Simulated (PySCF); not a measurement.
# Polarisability and C₆ of Al (aluminium, neutral)

[Ne] 3s2 3p1, 2P determinant. Calculation: PySCF 2.14, in aug-cc-pCVTZ-DK (8s7p5d3f, 75 functions); the spin-free X2C one-electron Hamiltonian (Gaussian nucleus). Coupled (time-dependent) response in atomic units; α is the mean over directions.

```csv
method,mean α (bohr³),"α xx, yy, zz",C₆ (like pair),S(−4)
UHF,61.68,"52.04, 80.94, 52.04",560.1,1972
PBE,65.62,"53.11, 90.63, 53.11",584.6,2703
PBE0,62.70,"51.79, 84.53, 51.79",558.4,2267
revPBE,65.66,"53.22, 90.54, 53.22",587.9,2665
TPSSh,61.39,"51.22, 81.72, 51.22",554.6,2022
```

S(−4) is the Cauchy moment in α(ω) = α(0) + S(−4) ω² + …

Reference α: 57.8 ± 1 bohr³ (recommended; Schwerdtfeger and Nagle, table of static dipole polarizabilities (2023 update)). Published C₆: 528.0 (Chu and Dalgarno (2004); Tang, Norbeck and Certain (1976)).

α(iu) at revPBE:

```json
{"u (hartree)": "0", "α(iu) (bohr³)": "65.66"}
{"u (hartree)": "0.0500", "α(iu) (bohr³)": "59.88"}
{"u (hartree)": "0.100", "α(iu) (bohr³)": "48.62"}
{"u (hartree)": "0.200", "α(iu) (bohr³)": "29.94"}
{"u (hartree)": "0.300", "α(iu) (bohr³)": "19.05"}
{"u (hartree)": "0.500", "α(iu) (bohr³)": "9.134"}
{"u (hartree)": "0.750", "α(iu) (bohr³)": "4.675"}
{"u (hartree)": "1.00", "α(iu) (bohr³)": "2.857"}
{"u (hartree)": "1.50", "α(iu) (bohr³)": "1.442"}
{"u (hartree)": "2.00", "α(iu) (bohr³)": "0.9068"}
{"u (hartree)": "3.00", "α(iu) (bohr³)": "0.4901"}
{"u (hartree)": "5.00", "α(iu) (bohr³)": "0.2353"}
```

A single London oscillator, α(iu) = α/(1 + u²/ω²), gives C₆ = (3/4) ω α². Matching the computed C₆ needs ω = 4 × 587.9 / (3 × 65.66²) = 0.182 hartree.

The components differ because the open shell of this determinant is not spherical; for a pure term their mean is the scalar polarisability.
